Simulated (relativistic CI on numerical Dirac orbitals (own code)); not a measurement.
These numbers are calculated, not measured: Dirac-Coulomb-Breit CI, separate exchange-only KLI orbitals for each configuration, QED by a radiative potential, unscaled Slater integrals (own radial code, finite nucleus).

The strongest absorption lines from the ground level of an ion, among the configurations computed and to levels below about 211 eV (vacuum wavelength in Å, gf): 60.198 (0.37), 60.332 (0.43), 85.032 (1.5), 87.988 (0.43), 88.408 (0.54), 90.239 (1.2), 91.868 (0.41), 92.031 (2.2).

Task: Which ion is it?
A. Sr¹³⁺
B. Se⁹⁺
C. Mo¹⁷⁺
D. Zr¹⁵⁺

Result: A. Sr¹³⁺ has 25 electrons and the ground level 3s2 3p6 3d7 4F_9/2; the strongest line goes to 3s2 3p5 3d8 4F°_9/2. The pattern of lines fixes the number of electrons, and along that sequence the line energies rise steadily with the charge (about as its square where n changes within one kind of shell, about linearly where n is kept but much faster in heavy ions where fine structure, which grows about as Z⁴, sets the gap, and irregularly where shells cross), which fixes Z. Configurations outside the model, such as inner-shell arrays, can give stronger lines. At this charge energies of transitions that change n are usually good to better than 1 %, and those within a shell (Δn = 0) to a few per cent. Terms inside the open d or f shell come out 10 to 20 % too wide with unscaled integrals.

LS names give the leading component of a level, which can be under half, so a name can repeat, a term be missing and a line seem to break the LS rules.
